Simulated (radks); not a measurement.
Problem. Tl I, 81 electrons, occupied as [Hg] 6d1 (not the ground configuration). Calculated with a radial shooting solver on a logarithmic mesh with Libxc functionals: scalar-relativistic Kohn-Sham, r2SCAN, spin-unpolarised, spherical densities, finite nucleus; meta-GGA in the generalised Kohn-Sham scheme; Fermi nuclear charge, rms radius 5.4759 fm. Some entries of the table are withheld. Estimate them.

orbital,occ.,eigenvalue (hartree),<1/r> (bohr^-1),r(max) (bohr)
1s,2,-3149.096,99.39,0.01003
2s,2,-561.9272,23.35,0.05812
2p,6,-483.3455,20.59,0.04832
3s,2,-134.6775,8.666,0.1638
3p,6,-111.9614,7.858,0.1637
3d,10,-88.34866,7.372,0.1335
4s,2,-30.43627,(1),0.3689
4p,6,(2),3.350,(3)
4d,10,-14.13895,3.008,0.3954
5s,2,-5.06826,1.542,0.8090
4f,14,-4.39860,2.604,0.3590
5p,6,-3.03165,1.317,0.9048
5d,10,-0.74781,0.9540,1.113
6s,2,-0.49890,0.5364,(4)
6d,1,-0.02334,0.1115,(5)

Solution. 
(1) 4s <1/r> (bohr^-1): 3.717
(2) 4p eigenvalue (hartree): -22.95826
(3) 4p r(max) (bohr): 0.3888
(4) 6s r(max) (bohr): 2.047
(5) 6d r(max) (bohr): 9.404
